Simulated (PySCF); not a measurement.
## Correlation energy of Mo⁺ (molybdenum, charge +1)

[Kr] 4d5, high-spin 6S determinant. All numbers are calculated (PySCF 2.14, scalar relativity by spin-free X2C-1e, in x2c-TZVPPall). Frozen: [Kr]; 5 electrons correlated.

| level | correlation energy (mhartree) |
| --- | --- |
| CCSD | -65.71 |
| (T) | -1.12 |
| CCSD(T) | -66.83 |

Diagnostics: T1 = 0.0025, D1 = 0.0035, largest double amplitude 0.029.

Cost of the coupled-cluster step: of the order of 2.7 core-seconds, for 5 correlated electrons.

Iterations:

```
CC2 = 0
CCSD nocc = (np.int64(5), np.int64(0)), nmo = (61, 61)
frozen orbitals [[0, 1, 2, 3, 4, 5, 6, 7, 8, 9, 10, 11, 12, 13, 14, 15, 16, 17], [0, 1, 2, 3, 4, 5, 6, 7, 8, 9, 10, 11, 12, 13, 14, 15, 16, 17]]
max_cycle = 100
direct = 0
conv_tol = 1e-08
conv_tol_normt = 1e-06
diis_space = 8
diis_start_cycle = 0
Init t2, MP2 energy = -0.0587934157476785
Init E_corr(UCCSD) = -0.058793415754457
cycle = 1  E_corr(UCCSD) = -0.064835392930912  dE = -0.00604197718  norm(t1,t2) = 0.0182503
cycle = 2  E_corr(UCCSD) = -0.0655454744325614  dE = -0.000710081502  norm(t1,t2) = 0.00470371
cycle = 3  E_corr(UCCSD) = -0.0657314971626069  dE = -0.00018602273  norm(t1,t2) = 0.00181267
cycle = 4  E_corr(UCCSD) = -0.0657116022439909  dE = 1.98949186e-05  norm(t1,t2) = 0.000219964
cycle = 5  E_corr(UCCSD) = -0.065712412892316  dE = -8.10648325e-07  norm(t1,t2) = 2.99006e-05
cycle = 6  E_corr(UCCSD) = -0.0657124603270867  dE = -4.74347708e-08  norm(t1,t2) = 2.60103e-06
cycle = 7  E_corr(UCCSD) = -0.0657124668240075  dE = -6.49692078e-09  norm(t1,t2) = 4.51895e-07
UCCSD converged
E(UCCSD) = -4046.028850717134  E_corr = -0.06571246682400753
UCCSD(T) correction = -0.00112092635103357
```
